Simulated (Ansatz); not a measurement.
Ansatz (a first-principles code) input file for Zn(I)2 anion (I₂Zn), SMILES [I][Zn][I] (connectivity only; charge and spin as stated), charge -1, multiplicity 2, B3LYP-D3(BJ)/def2-SVPD. 

Ansatz 0.2 input:
```yaml
crystal:
  periodic: [false, false, false]
  atoms:
    - {symbol: Zn, position_ang: [0.00000000, 0.00000000, -1.27038825]}
    - {symbol: I, position_ang: [0.00000000, -2.39986079, 0.35954384]}
    - {symbol: I, position_ang: [-0.00000000, 2.39986079, 0.35954385]}
basis:
  gaussian:
    orbitals: def2-SVPD
hamiltonian:
  xc: b3lyp
  dispersion: d3bj
total_charge: -1
magnetization: {spin_polarized: true, initial_magnetization: 1}
relax: {f_tol: 0.002, max_steps: 200}
```

Output:

```
WARN ansatz: RAYON_NUM_THREADS=1 ignored (pool sized by the plan → 1); use --threads N
Functional definition: B3LYP
integrals: 0.07 GiB planned
1328 factors; integrals over basis functions are off by at most 1.2e-4 eV
mean field: 1.11 GiB planned
mean field evaluation 1: about -64624.6411 eV, gradient 1.8e1 eV
mean field evaluation 2: about -64623.5736 eV, gradient 2.6e1 eV
mean field evaluation 4: about -64625.7154 eV, gradient 4.5e-1 eV
mean field evaluation 8: about -64625.7534 eV, gradient 4.2e-2 eV
mean field evaluation 16: about -64625.7534 eV, gradient 1.3e-5 eV
mean field -64625.75341785 eV, -2374.9526331969 hartree, gradient 1.4e-5 eV, S^2 0.752532; 0 other end points of the search recorded, 0 dependent functions left out
the calculation of the forces begins
reference -64625.75362364 eV, -2374.9526407596 hartree; 41, 40 occupied and 63, 64 virtual orbitals, 1328 factors
relax step   1: F+E_penalty+E_count = -64625.94501024 eV  Δ(F+E_penalty+E_count) = +0.000e0 eV  max|allowed force component| = 7.490e-1 eV/Å  Δτ_max = 0.0000 Å  (31 SCF iters, accepted)
these checks for a lower state are left out or cut short: starts, cluster_reference, orbital_swaps, neighbouring_geometries, increment
integrals: 0.07 GiB planned
1328 factors; integrals over basis functions are off by at most 1.4e-4 eV
mean field: 1.11 GiB planned
mean field -64625.83873659 eV, -2374.9557686028 hartree, gradient 2.3e-5 eV, S^2 0.752284; 0 other end points of the search recorded, 0 dependent functions left out
the calculation of the forces begins
reference -64625.83894179 eV, -2374.9557761439 hartree; 41, 40 occupied and 63, 64 virtual orbitals, 1328 factors
relax step   2: F+E_penalty+E_count = -64626.03168536 eV  Δ(F+E_penalty+E_count) = -8.668e-2 eV  max|allowed force component| = 4.551e-1 eV/Å  Δτ_max = 0.0972 Å  (32 SCF iters, accepted)
these checks for a lower state are left out or cut short: starts, cluster_reference, orbital_swaps, neighbouring_geometries, increment
integrals: 0.07 GiB planned
1328 factors; integrals over basis functions are off by at most 1.7e-4 eV
mean field: 1.11 GiB planned
mean field evaluation 32: about -64625.8662 eV, gradient 2.3e-5 eV
mean field -64625.86615991 eV, -2374.9567763911 hartree, gradient 3.7e-5 eV, S^2 0.751862; 0 other end points of the search recorded, 0 dependent functions left out
the calculation of the forces begins
reference -64625.86636307 eV, -2374.9567838573 hartree; 41, 40 occupied and 63, 64 virtual orbitals, 1328 factors
relax step   3: F+E_penalty+E_count = -64626.06939502 eV  Δ(F+E_penalty+E_count) = -3.771e-2 eV  max|allowed force component| = 2.230e-1 eV/Å  Δτ_max = 0.1068 Å  (32 SCF iters, accepted)
these checks for a lower state are left out or cut short: starts, cluster_reference, orbital_swaps, neighbouring_geometries, increment
integrals: 0.07 GiB planned
1328 factors; integrals over basis functions are off by at most 1.5e-4 eV
mean field: 1.11 GiB planned
mean field -64625.88045048 eV, -2374.9573015601 hartree, gradient 9.1e-6 eV, S^2 0.752007; 0 other end points of the search recorded, 0 dependent functions left out
the calculation of the forces begins
reference -64625.88065447 eV, -2374.9573090564 hartree; 41, 40 occupied and 63, 64 virtual orbitals, 1328 factors
relax step   4: F+E_penalty+E_count = -64626.07895659 eV  Δ(F+E_penalty+E_count) = -9.562e-3 eV  max|allowed force component| = 4.610e-2 eV/Å  Δτ_max = 0.0471 Å  (32 SCF iters, accepted)
these checks for a lower state are left out or cut short: starts, cluster_reference, orbital_swaps, neighbouring_geometries, increment
integrals: 0.07 GiB planned
1328 factors; integrals over basis functions are off by at most 1.6e-4 eV
mean field: 1.11 GiB planned
mean field -64625.88027715 eV, -2374.9572951903 hartree, gradient 1.3e-5 eV, S^2 0.751984; 0 other end points of the search recorded, 0 dependent functions left out
the calculation of the forces begins
reference -64625.88048102 eV, -2374.9573026823 hartree; 41, 40 occupied and 63, 64 virtual orbitals, 1328 factors
relax step   5: F+E_penalty+E_count = -64626.07938149 eV  Δ(F+E_penalty+E_count) = -4.249e-4 eV  max|allowed force component| = 4.464e-3 eV/Å  Δτ_max = 0.0063 Å  (28 SCF iters, accepted)
these checks for a lower state are left out or cut short: starts, cluster_reference, orbital_swaps, neighbouring_geometries, increment
integrals: 0.07 GiB planned
1328 factors; integrals over basis functions are off by at most 1.6e-4 eV
mean field: 1.11 GiB planned
mean field -64625.88025736 eV, -2374.9572944631 hartree, gradient 4.0e-5 eV, S^2 0.751983; 0 other end points of the search recorded, 0 dependent functions left out
the calculation of the forces begins
reference -64625.88046122 eV, -2374.9573019548 hartree; 41, 40 occupied and 63, 64 virtual orbitals, 1328 factors
relax step   6: F+E_penalty+E_count = -64626.07938516 eV  Δ(F+E_penalty+E_count) = -3.667e-6 eV  max|allowed force component| = 2.434e-5 eV/Å  Δτ_max = 0.0010 Å  (23 SCF iters, accepted)
integrals: 0.07 GiB planned
1328 factors; integrals over basis functions are off by at most 1.6e-4 eV
mean field: 1.11 GiB planned
mean field evaluation 64: about -64625.8802 eV, gradient 6.5e-2 eV
mean field -64625.88025736 eV, -2374.9572944631 hartree, gradient 4.0e-5 eV, S^2 0.751983; 1 other end points of the search recorded, 0 dependent functions left out
the calculation of the forces begins
reference -64625.88046122 eV, -2374.9573019548 hartree; 41, 40 occupied and 63, 64 virtual orbitals, 1328 factors
Total energy: -64626.07958902 eV, -2374.9646197664 hartree
Atom 0 at     0.000000    -0.000000    -1.087110 Å, force     0.000000    -0.000000     0.000024 eV/Å
Atom 1 at    -0.000000    -2.348801     0.267905 Å, force    -0.000000    -0.000024    -0.000012 eV/Å
Atom 2 at     0.000000     2.348801     0.267905 Å, force    -0.000000     0.000024    -0.000012 eV/Å
Dipole moment:    -0.000000    -0.000000    -0.133043 e Å
```

The calculation finished and met its thresholds.

Cost: about 60 core-seconds (a rough figure).
